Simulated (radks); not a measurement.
Ionisation of neutral zinc, [Ar] 3d10 4s2, to [Ar] 3d10 4s1 as the strength of local exchange is varied. Method: non-relativistic Kohn-Sham, Slater X-alpha exchange (alpha = 2/3 is LDA exchange), no correlation, spin-polarised, spherical densities, point nucleus; computed with a radial shooting solver on a logarithmic mesh with Libxc functionals.

alpha,E(Zn) (hartree),exchange (hartree),IE (eV),-e of the level emptied (eV),<r> of it (bohr)
0.667,-1773.94260,-65.46582,8.449,5.046 (4s),2.735
0.78,-1785.07079,-77.07107,9.174,5.800 (4s),2.655
0.829,-1789.91943,-82.14910,9.497,6.139 (4s),2.622
0.976,-1804.54899,-97.54807,10.492,7.201 (4s),2.529
1.039,-1810.85711,-104.22301,10.930,7.676 (4s),2.491

NIST Atomic Spectra Database: 9.394 eV (measured). The Delta-SCF value meets it near alpha = 0.81.
